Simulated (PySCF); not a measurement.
# [Yb(NH3)4]3+ at several levels of theory

Computed with PySCF 2.14.0 (density fitting, no spin-orbit coupling) at the geometry relaxed with B3LYP:

```xyz
17
[Yb(NH3)4]3+ (singlet in the valence; each metal's 4f electrons, 13 of them, lie in its core potential, out of spins and levels)
Yb    0.0000    0.0000    0.0023
N     1.3788    1.3903    1.3748
H     1.1027    1.4503    2.3725
H     2.3771    1.1150    1.4287
H     1.4299    2.3863    1.0908
N    -1.3788   -1.3903    1.3748
H    -1.1027   -1.4503    2.3725
H    -2.3771   -1.1150    1.4287
H    -1.4299   -2.3863    1.0908
N     1.3821   -1.3740   -1.3833
H     1.9876   -2.0495   -0.8810
H     0.8777   -1.9762   -2.0602
H     2.0554   -0.8654   -1.9862
N    -1.3821    1.3740   -1.3833
H    -1.9876    2.0495   -0.8810
H    -0.8777    1.9762   -2.0602
H    -2.0554    0.8654   -1.9862
```

```csv
level,basis,state,HOMO (eV),gap (eV),charge on Yb1 (e),population of f-type functions on Yb1 (polarisation alone where 4f lies in the core),dipole about the centre of mass (D),largest force component (eV/Å)
B3LYP,"Yb lcecp-1-SVP with ECP59, N def2-SVP, H def2-SVP",singlet,-23.45,8.78,1.49,0.02,0.03,0.01
r2SCAN,the same,singlet,-22.53,7.49,1.54,0.02,0.03,0.08
CAM-B3LYP,the same,singlet,-25.18,11.97,1.52,0.02,0.03,0.04
TPSSh,the same,singlet,-22.92,8.15,1.55,0.02,0.03,0.04
M06-L,the same,singlet,-22.56,7.65,1.70,0.02,0.03,0.15
```

In the lcecp rows the 4f levels are missing from HOMO and gap, and the state counts the valence alone.

Charges are Mulliken's, which hang on the basis. The relaxation used the grid (50, 194), these runs (75, 302) or, all-electron (x2c bases, spin-free X2C Hamiltonian), (99, 590).

Task: What does B3LYP with Yb lcecp-1-TZVP with ECP59, N def2-TZVP, H def2-TZVP give here?

Result: state singlet, HOMO (eV) -23.39, gap (eV) 8.81, charge on Yb1 (e) 1.94, population of f-type functions on Yb1 (polarisation alone where 4f lies in the core) 0.03, dipole about the centre of mass (D) 0.04, largest force component (eV/Å) 0.30. Time: 19 s on 4 threads of AMD EPYC 9R45 96-Core Processor (Zen 5), on a shared host, from free ions and atoms.

In the first row's basis the gap widens with exact exchange: 7.5 to 7.6 eV for r2SCAN, M06-L (none); 8.2 to 8.8 eV for TPSSh, B3LYP (a fixed share); 12.0 eV for CAM-B3LYP (rising or full at long range).

A frequency check found unstable modes (2, the lowest at -62 cm⁻¹), so the relaxed geometry is probably a saddle point. An lcecp potential fixes the number of 4f electrons, so in runs with it no electron can move into or out of that shell.
